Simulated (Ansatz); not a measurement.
`O[SiH](O)O[SiH](O)Cl`, relaxed with RKS PBE0-D4/def2-TZVP in Ansatz from a GFN2-xTB geometry. The force threshold is 0.005 eV/Å; the program also tests the step.

Charge 0, multiplicity 1.

Start:

```xyz
12

O     1.070   -1.165    1.543
Si    0.808   -1.185   -0.056
O     2.203   -0.820   -0.779
O    -0.301   -0.082   -0.508
Si   -0.974    1.334   -0.143
O    -2.397    1.444   -0.905
Cl   -1.421    1.385    1.804
H     0.342   -1.075    2.152
H     0.248   -2.426   -0.551
H     3.017   -0.899   -0.290
H    -0.078    2.419   -0.493
H    -2.518    1.070   -1.773
```

By how much does the energy fall, and how many steps does the optimiser take? (An estimate is asked.)

Ansatz gave: 14.92 kJ/mol, in 25 steps, 3 of them rejected.

Which bonds change most? (An estimate is asked.)

Computed: Si5–Cl7 from 1.998 to 2.072 Å; Si2–H9 from 1.449 to 1.471 Å; Si5–H11 from 1.449 to 1.467 Å; Si2–O4 from 1.628 to 1.642 Å.

Give the relaxed structure. (Estimate.)

The calculation gave: 
```xyz
12

O     0.997   -1.178    1.538
Si    0.839   -1.218   -0.085
O     2.318   -1.287   -0.751
O     0.022    0.118   -0.581
Si   -0.905    1.381   -0.206
O    -2.170    1.546   -1.205
Cl   -1.573    1.086    1.733
H     0.299   -0.750    2.039
H     0.105   -2.392   -0.581
H     3.021   -0.776   -0.345
H    -0.162    2.645   -0.250
H    -2.792    0.824   -1.306
```
